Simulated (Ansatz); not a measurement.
Geometry optimisation, RKS PBE-D4/def2-SVP in Ansatz 0.2.0.

The input (input.yaml):

```yaml
crystal:
  periodic: [false, false, false]
  atoms:
    - { symbol: C, position_ang: [2.06491, 1.12677, 0.09215] }
    - { symbol: C, position_ang: [1.37556, 0.19471, 0.40251] }
    - { symbol: S, position_ang: [0.44019, -1.13272, 0.86596] }
    - { symbol: Si, position_ang: [-1.38188, -0.59417, -0.15795] }
    - { symbol: H, position_ang: [2.67047, 1.93583, -0.18654] }
    - { symbol: H, position_ang: [-1.82029, 0.69463, 0.35978] }
    - { symbol: H, position_ang: [-1.09333, -0.5287, -1.5848] }
    - { symbol: H, position_ang: [-2.25563, -1.69636, 0.2089] }
basis:
  gaussian: { orbitals: def2-SVP }
hamiltonian:
  xc: pbe
  dispersion: d4
relax:
  f_tol: 0.02
  max_steps: 50
```

Run as:

```bash
$ ansatz run input.yaml --threads 2 --pin off --max-ram 3072MiB --backend cpu --events-out ev --progress --plain --runs-dir out
```

Where does it end, and by what steps?

The forces met the threshold. After 4 steps the energy has fallen by 0.142 eV; H8 moved furthest, 0.07 Å.

```tsv
step	energy less start (eV)	largest force component (eV/Å)	accepted
0	0.0000	2.038	yes
1	-0.1332	0.252	yes
2	-0.1413	0.074	yes
3	-0.1418	0.036	yes
4	-0.1419	0.018	yes
```

```xyz
8
Properties=species:S:1:pos:R:3
C 2.098 1.140 0.089
C 1.397 0.186 0.416
S 0.477 -1.155 0.900
Si -1.366 -0.608 -0.142
H 2.713 1.980 -0.199
H -1.874 0.709 0.367
H -1.120 -0.536 -1.620
H -2.324 -1.716 0.188
```

Whether the end is a true minimum wasn't checked by a vibrational analysis.

Run time: 7.2 s on 2 threads of Arm Neoverse V1, with other jobs on the host, peak memory 0.12 GiB.
